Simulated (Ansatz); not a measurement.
Reaction (germylene formation by 1,1-elimination): `C[O][GeH]([F])[O]C` → `C[O][Ge][F]` + CH₃OH

Computed with Ansatz on PBE0-D4/def2-TZVP structures; ΔE is electronic, products minus reactants. CCSD(T)/CBS adds triple-zeta CCSD(T) − MP2 to the extrapolated MP2 energy (def2 sets, frozen cores). This one scheme is used for every species. Functionals use def2-TZVPP. B3LYP here is the variant with VWN-RPA as its local correlation; programs differ in this. For Ge outer-core shells are correlated without core-valence functions, which leaves a few kJ/mol of doubt a bond. Scalar relativity is left out up to krypton. One conformer a species, not always the lowest.

```tsv
level	ΔE (kJ/mol)	difference from CCSD(T)/CBS
PBE-D4	51.3	-23.5
r2SCAN-D4	80.6	5.8
PBE0-D4	73.7	-1.1
B3LYP-D4	53.5	-21.3
ωB97X-V	83.9	9.1
ωB97M-V	65.4	-9.4
B2PLYP	64.1	-10.7
PBE	42.7	-32.1
r2SCAN	78.0	3.2
PBE0	66.1	-8.7
B3LYP	40.1	-34.7
HF/def2-TZVPP	87.4	12.6
MP2/def2-TZVPP	98.9	24.1
SCS-MP2/def2-TZVPP	92.6	17.8
CCSD/def2-TZVPP	91.5	16.7
CCSD(T)/def2-TZVPP	91.4	16.6
HF/def2-QZVPP	86.8	12.0
MP2/def2-QZVPP	89.1	14.3
SCS-MP2/def2-QZVPP	84.9	10.1
HF/CBS(def2)	86.7	11.9
MP2/CBS(def2)	82.3	7.5
CCSD/CBS(def2)	74.9	0.1
CCSD(T)/CBS	74.8	0
```

Largest T1 diagnostic among the species: 0.015.

In def2-TZVPP, CCSD(T) changes the Hartree–Fock value by +4.0 kJ/mol (the triples alone add −0.1 kJ/mol) and MP2 by +11.5 kJ/mol. From PBE to PBE0 (25 % exact exchange), in def2-TZVPP and without D4, ΔE moves by +23.4 kJ/mol. The D4 term adds +13.4 kJ/mol with B3LYP and +7.6 kJ/mol with PBE0; it sums over pairs of atoms, weighted by their polarisabilities, and B3LYP, whose exchange is more repulsive, gets the larger term.
